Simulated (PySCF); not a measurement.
# How many f electrons in ErBr?

Unrestricted PBE0; basis Er x2c-SVPall, Br x2c-SVPall; spin-free X2C with a Gaussian nucleus; PySCF 2.14. The search starts from ions with several 4f fillings and holds each by maximum overlap.

The lowest solution of each spin and filling, followed along the bond (rough minima from three points):

| 2Ms+1 | 4f population | ⟨S²⟩ at the start | R at minimum (Å) | Te (eV) |
| --- | --- | --- | --- | --- |
| 4 | 11.65 | 3.76 | 2.61 | 0.00 |
| 2 | 12.00 | 1.75 | 2.67 | 0.09 |
| 4 | 11.02 | 3.76 | 2.55 | 0.54 |
| 6 | 11.01 | 8.75 | 2.58 | 1.39 |

Solutions at the starting distance of 2.605 Å, counted from the lowest; the search is not exhaustive:

| 2Ms+1 | 4f population | E (eV) | ⟨S²⟩ | ⟨Lz²⟩ | μ (D) |
| --- | --- | --- | --- | --- | --- |
| 4 | 11.65 | 0.00 | 3.76 | 10.2 | -4.09 |
| 4 | 11.67 | 0.02 | 3.75 | 10.6 | -4.13 |
| 4 | 11.79 | 0.04 | 3.75 | 9.9 | -4.36 |
| 4 | 11.94 | 0.05 | 3.75 | 9.0 | -4.64 |
| 2 | 12.00 | 0.10 | 1.75 | 9.0 | -4.69 |
| 4 | 11.96 | 0.21 | 3.75 | 10.1 | -4.72 |
| 2 | 11.98 | 0.24 | 1.76 | 10.0 | -4.70 |
| 4 | 11.02 | 0.56 | 3.76 | 9.0 | -2.76 |
| 4 | 11.03 | 0.59 | 3.76 | 12.3 | -2.84 |
| 6 | 11.01 | 1.39 | 8.75 | 16.7 | -4.51 |
| 6 | 11.01 | 1.45 | 8.75 | 13.0 | -4.50 |
| 6 | 11.01 | 1.47 | 8.75 | 16.5 | -4.52 |
| 6 | 11.02 | 1.79 | 8.75 | 13.3 | -2.76 |
| 6 | 11.02 | 1.80 | 8.75 | 13.2 | -2.79 |

Partly filled real f orbitals mix terms, so no term symbols are given. A population far from a whole number shows f orbitals mixing with d and ligand orbitals, not a clean configuration. A positive dipole means Er(−)Br(+).

Spin–orbit coupling is left out. The state is the lowest single determinant that the PBE0 search found; with open d or f shells the true ground state can be another one.
